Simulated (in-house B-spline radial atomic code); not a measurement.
A fraction x of an electron is removed from 5p in the barium ion Ba³⁺, starting from [Kr] 4d10 5s2 5p5 and keeping the highest spin. Computed with an all-electron radial atomic-structure program (B-spline basis): scalar-relativistic (X2C) wB97X, spin-polarised, spherical fractional occupations, Fermi nucleus of rms radius 4.8378 fm.

Caution: exact exchange at fractional occupations of open shells leaves self-interaction of up to several eV.

```
   x  E(x) - E(0) (eV)  5p down level (eV)
   0            0.0000             -42.948
0.04            1.7245             -43.280
0.21            9.2026             -44.700
 0.3           13.2596             -45.458
0.45           20.1737             -46.733
 0.5           22.5211             -47.161
0.56           25.3662             -47.677
0.66           30.1771             -48.542
0.82           38.0554             -49.940
0.94           44.1118             -51.002
   1           47.1880             -51.537
```

The exact functional would give a straight line between the two integer points. Deviations E(x) - E(0) - x[E(1) - E(0)], in eV: -0.163 at x = 0.04, -0.707 at x = 0.21, -0.897 at x = 0.3, -1.061 at x = 0.45, -1.073 at x = 0.5, -1.059 at x = 0.56, -0.967 at x = 0.66, -0.639 at x = 0.82, -0.245 at x = 0.94.

The curve lies below the straight line by up to 1.073 eV (at x = 0.5): convex, the delocalisation error, to which spherically averaged exact exchange adds.

**Question.** How well does Slater's transition state (minus the level at half occupation) give the ionisation energy?

**Answer.** It gives 47.161 eV against 47.188 eV from the two total energies; NIST lists 47.00 eV, ground level to ground level. The end point has an open shell averaged over its orbitals, so its exact exchange keeps a self-interaction and this is no true integer point.
